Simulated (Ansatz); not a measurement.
AlF₃. Charge 0, multiplicity 5. Geometry PBE-D4/def2-TZVP; atoms count from 1.

```xyz
4

Al    1.0090   -0.6010    0.5159
F    -0.8441    0.8109   -0.6436
F     0.0311   -0.8763   -1.0568
F    -0.1959    0.6664    1.1846
```

In the quintet geometry the species has come apart into loosely held pieces. In the quintet, F2 and F3 lie 1.95 Å apart, F2 and F4 lie 1.95 Å apart (atoms count from 1), so these atoms are partly bonded to each other. At PBE0-D4/def2-TZVP a singlet of charge 0 lies 13.19 eV below the quintet, each at its own geometry. The structure comes from a short search, and lower isomers may exist.

Q: Estimate the Mulliken populations from the PBE0/def2-TZVP orbitals of Ansatz.

A: 
```json
{"atom": "Al1", "charge (e)": "0.27", "spin (α − β)": "1.93"}
{"atom": "F2", "charge (e)": "0.02", "spin (α − β)": "1.00"}
{"atom": "F3", "charge (e)": "-0.14", "spin (α − β)": "0.53"}
{"atom": "F4", "charge (e)": "-0.14", "spin (α − β)": "0.53"}
```
Mulliken values and Mayer orders depend strongly on the basis.

Q: Where does the spin sit?

A: Summed by element: Al 1.93, F 2.07, of 4 unpaired in all. Largest on single atoms: Al1 1.93, F2 1.00, F3 0.53.

Q: And the Mayer bond orders between bonded heavy atoms (over 0.3)?

A: Al1–F3 0.56 (1.87 Å); Al1–F4 0.56 (1.87 Å). Values over 0.3 also appear between atoms too far apart for a bond (F2–F3 0.46 at 1.95 Å; F2–F4 0.46 at 1.95 Å); they arise where an orbital or an unpaired electron spreads over both atoms.
